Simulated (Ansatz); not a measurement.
The pair A = C2H2 (SMILES C#C) (first 4 atoms), B = H2S (SMILES S); geometry from B3LYP-D3(BJ)/def2-TZVP.
(charge 0, multiplicity 1):
```xyz
7

C     -0.512     0.752     0.169
C     -0.538    -0.438     0.042
H     -0.489     1.809     0.282
H     -0.559    -1.495    -0.070
S      0.984    -0.350     3.699
H     -0.270    -0.366     4.179
H      0.561    -0.153     2.438
```

Frozen-core correlation. MP2 and its Hartree–Fock in aug-cc-pV(Q+d)Z are density fitted.

Programs: Ansatz (a first-principles code). Values without a source in brackets are computed.

The counterpoise-corrected interaction energy is E(AB) − E(A in the pair's basis) − E(B in the pair's basis). Total energies (hartree):

```tsv
level	AB	A in the pair's basis	B in the pair's basis
HF/aug-cc-pV(T+d)Z	-475.5662495	-76.8506686	-398.7158168
MP2/aug-cc-pV(T+d)Z	-476.0779574	-77.1639380	-398.9111612
HF/aug-cc-pV(Q+d)Z	-475.5739413	-76.8550247	-398.7191584
MP2/aug-cc-pV(Q+d)Z	-476.1162887	-77.1854675	-398.9278216
CCSD(T)/aug-cc-pV(T+d)Z	-476.1383453	-77.1921379	-398.9438366
```

Problem. Work out the counterpoise-corrected interaction energy at the basis-set limit: extrapolate the MP2 correlation part as X⁻³, take Hartree–Fock from the larger set, and add the CCSD(T) − MP2 difference of aug-cc-pV(T+d)Z.

Solution. 
1. Differences (1 hartree = 627.509 kcal/mol): HF/aug-cc-pV(T+d)Z 0.148; MP2/aug-cc-pV(T+d)Z -1.794; HF/aug-cc-pV(Q+d)Z 0.152; MP2/aug-cc-pV(Q+d)Z -1.882; CCSD(T)/aug-cc-pV(T+d)Z -1.488.
2. Correlation parts, MP2 less HF: -1.942 in aug-cc-pV(T+d)Z (X = 3), -2.034 in aug-cc-pV(Q+d)Z (X = 4).
3. Limit (4³·(-2.034) − 3³·(-1.942))/(4³ − 3³) = -2.102; with HF/aug-cc-pV(Q+d)Z it gives -1.950.
4. CCSD(T) less MP2 in aug-cc-pV(T+d)Z: 0.306.
Result: -1.64 kcal/mol, against -1.79 at MP2/aug-cc-pV(T+d)Z. It is an estimate of this method's limit, not of the exact value.
